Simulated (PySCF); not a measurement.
Vertical excitations of a molecule C₃H₇ClOSi from TDDFT-PBE/def2-SVPD (PySCF 2.14.0), as energy in eV (oscillator strength): 5.46 (0.001), 5.72 (0.011), 5.92 (0.129), 6.10 (0.037), 6.28 (0.003), 6.32 (0.018), 6.44 (0.028), 6.78 (0.004), 6.84 (0.032), 6.97 (0.012). Lowest triplet (TDA): 4.01 eV. Geometry optimised at ωB97X-D3(BJ)/def2-SVP. Other conformers were not sampled.

### Question
Pick the molecule that these values belong to.
A) C=CC[Si@H](O)Cl
B) C[C@@H](C=O)[SiH2]Cl
C) C=C[Si@H](Cl)CO
D) C=C(Cl)[Si@@H](C)O

### Answer
D, C=C(Cl)[Si@@H](C)O
